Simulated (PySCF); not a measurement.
# Assigning NMR signals

Atom-mapped SMILES (the numbers label the heavy atoms): `[Cl:1][CH:2]([Cl:3])[SiH:4]1[O:5][CH2:6][CH2:7][CH2:8][O:9]1`. Each H is labelled by its parent atom. Ha(C6), Ha(C7), Ha(C8) are cis to C2 on the ring; Hb(C6), Hb(C7), Hb(C8) are trans to C2 on the ring.

[PySCF 2.14: coordinates at the GFN2-xTB level; GIAO PBE0/pcSseg-1 shieldings; in vacuum; equivalent nuclei averaged; one computed conformer; non-relativistic]

Scale: TMS for 13C, 1H (reference shieldings calculated alike).

Task: Assign these signals to the numbered atoms. 13C{1H} NMR (computed): δ 67.4 (CH2), 67.4 (CH), 35.7 (CH2).

Result: 
| δ (ppm) | atoms | environment | reason |
| --- | --- | --- | --- |
| 67.4 | C6/C8 | sp3 CH2 bonded to O | the inductive effect lowers its shielding |
| 67.4 | C2 | sp3 CH bonded to 2 Cl and Si | 2 electronegative neighbours deshield it |
| 35.7 | C7 | sp3 CH2 in a ring | a saturated carbon with 2 carbon neighbours and no heteroatom attached |

C6/C8 and C2 lie closer than the usual error of such a calculation, so a measured spectrum could show them in the other order.

Task: Assign these signals to the numbered atoms. 1H NMR (400 MHz, computed): δ 5.24 (d, 1H), 4.66 (m, 1H), 4.41 (m, 2H), 4.22 (m, 2H), 2.18 (m, 1H), 1.30 (m, 1H).

Result: 
| δ (ppm) | atoms | environment | reason |
| --- | --- | --- | --- |
| 5.24 | H(C2) | hydrogen on an sp3 CH bonded to 2 Cl and Si | its carbon carries Cl, which withdraws density |
| 4.66 | H(Si4) | hydrogen on a silicon bonded to C, 2 O, in a 6-membered ring | – |
| 4.41 | Ha(C6)/Ha(C8) | hydrogen on an sp3 CH2 bonded to O | its carbon carries O, which withdraws density |
| 4.22 | Hb(C6)/Hb(C8) | hydrogen on an sp3 CH2 bonded to O | – |
| 2.18 | Ha(C7) | hydrogen on an sp3 CH2 in a ring | – |
| 1.30 | Hb(C7) | hydrogen on an sp3 CH2 in a ring | – |

Carbons that carry Cl, above all several Cl atoms, come out too deshielded, partly because spin–orbit coupling is missing. Shifts are as computed. Against solution values, carbons near 30 ppm lie about +3 ppm off and those near 130 ppm about +5 ppm; carbons on Cl a further +6 ppm. Of 1211 compounds with measured shifts, 218 miss one by over three times the rms of a fit or turn the order of signals round; such compounds aren't used in these exercises. No couplings were computed; multiplicities are counted from neighbouring protons, with m where these are inequivalent, close in shift, in a saturated or five-membered ring or joined by F or P, and br s for small geminal =CH2 splittings.
